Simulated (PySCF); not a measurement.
A table of computed properties in which two entries of one column were swapped by mistake.

```
no.            species (SMILES)  level of the electronic properties  smallest rotational constant  HOMO–LUMO gap  HOMO energy
  1      C[Si](C)(N)C#CC(F)(F)F                       PBE0/pcSseg-1                     1.537 GHz        7.09 eV     -7.61 eV
  2    N[Si@H](C1=CCC1)C(F)(F)F                       PBE0/pcSseg-1                     0.632 GHz        6.90 eV     -7.42 eV
  3       C#CCCC[SiH2][SiH2]C#N                       PBE0/pcSseg-1                     0.559 GHz        6.90 eV     -7.67 eV
  4      CC(C)[C@H](CCS)[SiH2]O                       PBE0/pcSseg-1                     0.579 GHz        7.14 eV     -6.76 eV
  5  C#C[C@@H](C#N)[S@](=O)[O-]                       PBE0/pcSseg-1                     0.997 GHz        5.22 eV     -1.69 eV
  6             C[P@@H](=O)CC#N                 CAM-B3LYP/def2-SVPD                     0.439 GHz       10.69 eV     -9.81 eV
```

Geometries and rotational constants: GFN2-xTB. All species are isolated and taken at one optimised geometry, non-relativistic unless stated; the electronic structure was computed with PySCF and density fitting.

The conformers computed, where there is a choice (atom-mapped SMILES and torsion angles):
- `[CH3:1][Si:2]([CH3:3])([NH2:4])[C:5]#[C:6][C:7]([F:8])([F:9])[F:10]`: H–N4–Si2–C1 -39°, H–N4–Si2–C1 175°
- `[NH2:1][Si@H:2]([C:3]1=[CH:4][CH2:5][CH2:6]1)[C:7]([F:8])([F:9])[F:10]`: N1–Si2–C3–C4 49°, N1–Si2–C7–F8 180°, H–N1–Si2–C3 84°, H–N1–Si2–C3 -64°
- `[CH:1]#[C:2][CH2:3][CH2:4][CH2:5][SiH2:6][SiH2:7][C:8]#[N:9]`: C2–C3–C4–C5 66°, C3–C4–C5–Si6 -172°, C4–C5–Si6–Si7 62°, C5–Si6–Si7–C8 31°
- `[CH:1]#[C:2][C@@H:3]([C:4]#[N:5])[S@:6](=[O:7])[O-:8]`: C2–C3–S6–O7 173°
- `[CH3:1][P@@H:2](=[O:3])[CH2:4][C:5]#[N:6]`: C1–P2–C4–C5 53°

The conformers of `CC(C)[C@H](CCS)[SiH2]O` aren't listed.

Problem. Which two entries changed places?

Solution. The smallest rotational constant of rows 1 and 6. The true values are 0.439 GHz for `C[Si](C)(N)C#CC(F)(F)F` (18 atoms, 86 electrons) and 1.537 GHz for `C[P@@H](=O)CC#N` (12 atoms, 54 electrons), the smallest and the largest in that column.

Problem. Restore the column in rising order.

Solution. row 1: 0.439 GHz, row 3: 0.559 GHz, row 4: 0.579 GHz, row 2: 0.632 GHz, row 5: 0.997 GHz, row 6: 1.537 GHz.

Problem. Give the restored column in cm⁻¹.

Solution. row 1: 0.0146 cm⁻¹, row 2: 0.0211 cm⁻¹, row 3: 0.0186 cm⁻¹, row 4: 0.0193 cm⁻¹, row 5: 0.0333 cm⁻¹, row 6: 0.0513 cm⁻¹.
